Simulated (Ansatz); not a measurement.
Calculated with Ansatz (gas phase, PBE0-D4/def2-TZVP geometries, no zero-point term in ΔE). CBS: MP2 limit from def2 TZ/QZ plus the TZ coupled-cluster correction, frozen cores. This one scheme is used for every species. Functionals use def2-TZVPP. For Ge outer-core shells are correlated without core-valence functions, which leaves a few kJ/mol of doubt a bond. Scalar relativity is left out up to krypton. One conformer a species, not always the lowest.

Reaction (formal exchange of groups at a Ge–B bond): `[BH2][GeH2][PH2]` + `C[SiH3]` → `C[SiH2][GeH2][PH2]` + BH₃

`[BH2][GeH2][PH2]`:

Cartesian coordinates in Å:
```
B 1.259 0.903 0.876
Ge -0.617 0.285 0.332
P -0.255 -1.719 -0.831
H 1.791 0.437 1.838
H 1.867 1.678 0.201
H -1.391 1.281 -0.552
H -1.513 -0.103 1.524
H -1.528 -1.679 -1.462
H 0.387 -1.083 -1.928
```

`C[SiH3]`:

```xyz
8

C    -0.829    0.057   -0.533
Si    0.742   -0.051    0.477
H    -1.226   -0.939   -0.741
H    -0.644    0.555   -1.487
H    -1.595    0.623    0.002
H     0.487   -0.732    1.775
H     1.279    1.307    0.762
H     1.785   -0.820   -0.255
```

`C[SiH2][GeH2][PH2]`:

Z-matrix (Å, degrees):
```
C
Si 1 1.875
H 1 1.092 2 110.9
H 1 1.092 2 110.8 3 120.1
H 1 1.092 2 110.7 3 -120.1
Ge 2 2.381 1 110.5 3 -59.8
H 2 1.489 1 110.4 3 -179.4
H 2 1.490 1 110.5 3 61.2
P 6 2.330 2 108.2 1 -58.0
H 6 1.543 2 111.3 1 64.6
H 6 1.541 2 111.5 1 -175.0
H 9 1.420 6 94.9 2 162.2
H 9 1.421 6 93.6 2 68.9
```

BH₃:

Cartesian coordinates in Å:
```
B 0.000 0.000 0.000
H -0.704 0.818 -0.509
H -0.317 -1.150 -0.012
H 1.021 0.332 0.520
```

Is it downhill or uphill in electronic energy at CCSD(T)/CBS, and by how much? (Best estimate.)

Ansatz gave: Downhill: ΔE = -5.4 kcal/mol.

What do these levels give: PBE-D4, r2SCAN-D4, ωB97X-V, B2PLYP, PBE, HF/def2-TZVPP, MP2/def2-TZVPP, CCSD/def2-TZVPP, CCSD(T)/def2-TZVPP, HF/def2-QZVPP, MP2/def2-QZVPP, SCS-MP2/def2-QZVPP? (An estimate is asked.)

Computed: PBE-D4 -5.4, r2SCAN-D4 -5.1, ωB97X-V -5.5, B2PLYP -4.8, PBE -4.2, HF/def2-TZVPP -4.5, MP2/def2-TZVPP -6.0, CCSD/def2-TZVPP -5.0, CCSD(T)/def2-TZVPP -5.2, HF/def2-QZVPP -4.5, MP2/def2-QZVPP -6.2, SCS-MP2/def2-QZVPP -5.6 kcal/mol.

Largest T1 diagnostic among the species: 0.013.

The D4 term adds −1.8 kcal/mol with B3LYP and −1.1 kcal/mol with PBE0; it sums over pairs of atoms, weighted by their polarisabilities, and B3LYP, whose exchange is more repulsive, gets the larger term. In def2-TZVPP, CCSD(T) changes the Hartree–Fock value by −0.7 kcal/mol (the triples alone add −0.2 kcal/mol) and MP2 by −1.6 kcal/mol.

B3LYP here is the variant with VWN-RPA as its local correlation; programs differ in this.
